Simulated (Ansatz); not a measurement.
Coupled-cluster run, CH$_{3}$ISSi, SMILES `I[SiH]1CS1`.

```yaml
crystal:
  periodic: [false, false, false]
  atoms:
    - {symbol: I, position_ang: [-2.828459, 0.137662, -0.141229]}
    - {symbol: Si, position_ang: [-0.466015, 0.201466, -0.654183]}
    - {symbol: C, position_ang: [0.757911, -0.105067, 0.675390]}
    - {symbol: S, position_ang: [0.686569, -1.518611, -0.551424]}
    - {symbol: H, position_ang: [-0.208550, 1.190377, -1.717708]}
    - {symbol: H, position_ang: [1.713195, 0.411392, 0.679803]}
    - {symbol: H, position_ang: [0.406550, -0.385219, 1.663651]}
basis:
  gaussian: {orbitals: def2-TZVPP}
correlation: {method: ccsd_t}
output: {orbitals: {seedname: orbitals}}
```

```sh
$ ansatz run in.yaml --threads 2 --pin off --events-out ev --progress --plain --max-ram 4352MiB
```

Output of Ansatz, abridged:

```
Functional definition: HF
  name "HF"
  cite "Fock, Z. Phys. 61, 126 (1930) doi:10.1007/BF01340294"
  parent pbe
  exchange = exact_x
  correlation = 0
1383 factors; integrals over basis functions are off by at most 1.1e-3 eV
mean field evaluation 1: about -27830.2268 eV, gradient 2.3e1 eV
mean field evaluation 2: about -27830.4903 eV, gradient 2.3e1 eV
mean field evaluation 4: about -27832.1804 eV, gradient 3.5e0 eV
mean field evaluation 8: about -27832.2239 eV, gradient 2.5e-1 eV
mean field -27832.22436275 eV, -1022.8153799720 hartree, gradient 7.5e-6 eV, S^2 0.000000; 0 other end points of the search recorded, 0 dependent functions left out
15 core orbitals not correlated: weight in the atoms' cores, before any rotation towards them, 1.000 or more for the frozen orbitals, at most 0.000 for the correlated occupied ones
reference -27832.22436275 eV, -1022.8153799720 hartree; 17, 17 occupied and 175, 175 virtual orbitals, 1383 factors
second order -25.97174606 eV of doubles, -0.00000000 eV of singles
cycle   1  -25.24548277 eV  change    7.3e-1 eV  update   1.1e-1
cycle   2  -25.90832416 eV  change   -6.6e-1 eV  update   3.0e-2
cycle   3  -25.99491838 eV  change   -8.7e-2 eV  update   1.4e-2
cycle   4  -25.97259476 eV  change    2.2e-2 eV  update   3.5e-3
cycle   5  -25.97357063 eV  change   -9.8e-4 eV  update   1.8e-3
cycle   6  -25.97433035 eV  change   -7.6e-4 eV  update   5.2e-4
cycle   7  -25.97381074 eV  change    5.2e-4 eV  update   2.2e-4
cycle   8  -25.97378978 eV  change    2.1e-5 eV  update   6.5e-5
cycle   9  -25.97383742 eV  change   -4.8e-5 eV  update   2.9e-5
cycle  10  -25.97381682 eV  change    2.1e-5 eV  update   9.8e-6
perturbative correction -0.95908833 eV, -0.0352458459 hartree
Total energy: -27859.15726790 eV, -1023.8051459802 hartree
```

It took 4.4 min on 2 threads of an Arm Neoverse N1 on a shared host, with 2.9 GiB of host memory at the peak.

The correlation energy is -26.933 eV, 3.6 % of it from (T); the T1 diagnostic reads 0.0104.
